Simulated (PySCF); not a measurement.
**Exercise with solution: oscillator strength and radiative lifetime**

(3S)-3-sulfanylbutan-2-one (C4H8OS), SMILES S[C@H](C(C)=O)C.

Coordinates come from a B3LYP-D3(BJ)/def2-SVP optimisation. Other conformers were not sampled.

TDA-M06-2X/def2-SVPD (PySCF 2.14.0) puts the first singlet state with f over 0.02 at 6.11 eV (vertical), with the transition dipole (0.467, -0.112, 0.145) in atomic units.

### Question
Find the oscillator strength, the wavelength and the radiative lifetime that this transition would have in vacuum if emission retraced absorption.

### Answer

|μ|² = 0.2517 au, so |μ| = 1.28 D. ΔE = 6.11/27.211 = 0.2245 hartree. f = (2/3) ΔE |μ|² = 0.038 (the program prints 0.038).
λ = 1239.84/6.11 = 203 nm; ν = 49280 cm⁻¹.
Einstein's coefficient A = 0.6670 ν² f s⁻¹ (ν in cm⁻¹) = 6.1e7 s⁻¹, so τ = 1/A = 16 ns. This state is S3; the lower singlets have f = 0.003, 0.001. The figure is the radiative limit of this one transition; relaxation, internal conversion, crossing to triplets and a medium change what is measured.
